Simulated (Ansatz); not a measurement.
Cu₃H. Total charge 0; singlet. Geometry relaxed at PBE-D4/def2-TZVP.

Cartesian coordinates in Å:
```
Cu -0.318 -0.233 0.593
Cu 0.012 0.225 -1.738
Cu 1.693 0.882 -0.323
H -1.387 -0.875 1.467
```

The relaxation made no stability test and no search for a lower SCF solution. The structure comes from a short search, and lower isomers may exist.

(1) Estimate the harmonic wavenumbers at RKS PBE-D4/def2-TZVP (Ansatz, unscaled). Is this a minimum?

Answers

(1) 81, 169, 225, 258, 317, 1785 cm⁻¹. Yes, no mode is imaginary beyond noise. Zero-point energy 17.0 kJ/mol. Hardware: 4 threads of Arm Neoverse V2 on a shared host. Wall time 32 s.
